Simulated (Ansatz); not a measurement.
Consider the substitution at a C–Cl bond: `ClC1C[SiH2]1` + H₂S → `SC1C[SiH2]1` + HCl.

Isolated molecules relaxed with PBE0-D4/def2-TZVP in Ansatz; ΔE leaves out vibrations. CCSD(T)/CBS is the MP2 limit (def2-TZVPP, def2-QZVPP) plus CCSD(T) − MP2 in def2-TZVPP, frozen cores. This one scheme is used for every species. DFT in def2-TZVPP. One conformer a species, not always the lowest.

(1) Is it downhill or uphill in electronic energy at CCSD(T)/CBS, and by how much? (An estimate is asked.)

(2) What do these levels give: LDA (SPW92), PBE-D4, B97M-V, r2SCANh-D4, r2SCAN0-D4, revPBE? (An estimate is asked.)

(3) What do rigid-rotor, harmonic-oscillator terms from PBE0-D4/def2-TZVP frequencies (298.15 K, 1 bar) make of the CCSD(T)/CBS value? (Estimate.)

Largest T1 diagnostic among the species: 0.012.

## Answers

(1) The calculation gave: Downhill: ΔE = -0.23 eV.

(2) Computed: LDA (SPW92) -0.21, PBE-D4 -0.20, B97M-V -0.20, r2SCANh-D4 -0.21, r2SCAN0-D4 -0.22, revPBE -0.16 eV.

(3) Computed: ΔZPE = +0.01 eV, ΔH = -0.21 eV, ΔS = -10 J/(mol·K), ΔG = -0.18 eV.

From BLYP to BHLYP (50 % exact exchange), in def2-TZVPP and without D4, ΔE moves by −0.04 eV. Leaving LDA and LC-ωPBE aside and taking each functional with its dispersion term where it has one, the values, not all of them listed here, spread over 0.06 eV, from PBE-QIDH to BLYP-D4. LDA lies −0.03 eV from PBE without D4. The D4 term adds −0.03 eV with B3LYP and −0.02 eV with PBE0; it sums over pairs of atoms, weighted by their polarisabilities, and B3LYP, whose exchange is more repulsive, gets the larger term.

B3LYP here is the variant with VWN-RPA as its local correlation; programs differ in this.
